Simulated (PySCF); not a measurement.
# Sb³⁸⁺: ionisation energy

Sb³⁸⁺ [Ne] 3s2 3p1 (2P) → Sb³⁹⁺ [Ne] 3s2 (1S), as a difference of total energies. Calculation: PySCF 2.14, in an uncontracted even-tempered set (18 s from 6.2 bohr⁻², ratio 2.5; 12 p from 8.1 bohr⁻², ratio 2.5; 4 d from 33 bohr⁻², ratio 2.7; 4 f from 50 bohr⁻², ratio 2.7); scalar relativity by spin-free X2C-1e. Correlated levels: outer shells: 1s2 frozen; virtual orbitals above 40 to 60 times the deepest correlated orbital energy dropped. The calculations carry no spin-orbit coupling.

```
                method  ionisation energy (eV)
                   UHF                  2611.1
    MP2 (outer shells)                  2611.6
SCS-MP2 (outer shells)                  2611.5
   CCSD (outer shells)                  2611.6
CCSD(T) (outer shells)                  2611.6
```

A first-order spin-orbit estimate (lowest level to lowest level, LS coupling) adds 40.412 eV.

Breit and QED terms and the two-electron picture change are absent.

First order in ζ underestimates the shift of j = l − 1/2 levels at high Z.

For comparison: 2654 ± 4 eV (theoretical estimate listed by NIST; NIST Atomic Spectra Database, ionization energies).
